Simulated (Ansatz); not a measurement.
# C5H10Se: where a starting geometry ends

The starting geometry of this gas-phase singlet was optimised with GFN2-xTB; its bonds are those of `CC(C)(C)C=[Se]`.

```yaml
atoms:
  - { symbol: C, position_ang: [-1.9724, 1.9238, -0.5809] }
  - { symbol: C, position_ang: [-0.4515, 2.0266, -0.3969] }
  - { symbol: C, position_ang: [-0.1243, 1.9725, 1.1018] }
  - { symbol: C, position_ang: [0.2389, 0.8693, -1.1219] }
  - { symbol: C, position_ang: [0.0230, 3.3301, -0.9606] }
  - { symbol: Se, position_ang: [-0.4718, 4.9296, -0.4420] }
  - { symbol: H, position_ang: [-2.4670, 2.7464, -0.0693] }
  - { symbol: H, position_ang: [-2.3356, 0.9858, -0.1685] }
  - { symbol: H, position_ang: [-2.2321, 1.9659, -1.6368] }
  - { symbol: H, position_ang: [-0.5977, 2.8041, 1.6188] }
  - { symbol: H, position_ang: [-0.4879, 1.0417, 1.5302] }
  - { symbol: H, position_ang: [0.9508, 2.0333, 1.2596] }
  - { symbol: H, position_ang: [1.3180, 0.9226, -0.9912] }
  - { symbol: H, position_ang: [0.0168, 0.8963, -2.1867] }
  - { symbol: H, position_ang: [-0.1063, -0.0826, -0.7250] }
  - { symbol: H, position_ang: [0.7429, 3.2607, -1.7721] }
```

Q: Predict what becomes of its bonds when it is optimised with B3LYP-D3(BJ)/def2-SVP.

A: It keeps its bonds, and is `CC(C)(C)C=[Se]`.

The energy falls by 0.12 eV over 18 steps:

```json
{"step": "1", "E − E(last) (eV)": "0.121"}
{"step": "3", "E − E(last) (eV)": "0.072"}
{"step": "5", "E − E(last) (eV)": "0.070"}
{"step": "7", "E − E(last) (eV)": "0.061"}
{"step": "9", "E − E(last) (eV)": "0.045"}
{"step": "10", "E − E(last) (eV)": "0.039"}
{"step": "12", "E − E(last) (eV)": "0.012"}
{"step": "14", "E − E(last) (eV)": "0.000"}
{"step": "16", "E − E(last) (eV)": "0.000"}
{"step": "18", "E − E(last) (eV)": "0.000"}
```

Final geometry (Å):

```xyz
16

C    -1.9799    1.8531   -0.6410
C    -0.4711    2.0483   -0.3603
C    -0.2085    2.0025    1.1470
C     0.3249    0.9278   -1.0705
C    -0.0678    3.3518   -1.0038
Se    0.6450    4.7829   -0.2607
H    -2.5751    2.6399   -0.1530
H    -2.3096    0.8776   -0.2494
H    -2.1968    1.8768   -1.7207
H    -0.7612    2.7959    1.6711
H    -0.5235    1.0286    1.5535
H     0.8592    2.1457    1.3691
H     1.4054    1.0421   -0.8951
H     0.1499    0.9343   -2.1581
H     0.0139   -0.0551   -0.6821
H    -0.2611    3.3740   -2.0877
```

No frequencies were run, so the end isn't proven a minimum. Run with Ansatz 0.2.0, 51 s on 4 threads of Arm Neoverse V2 (shared host).
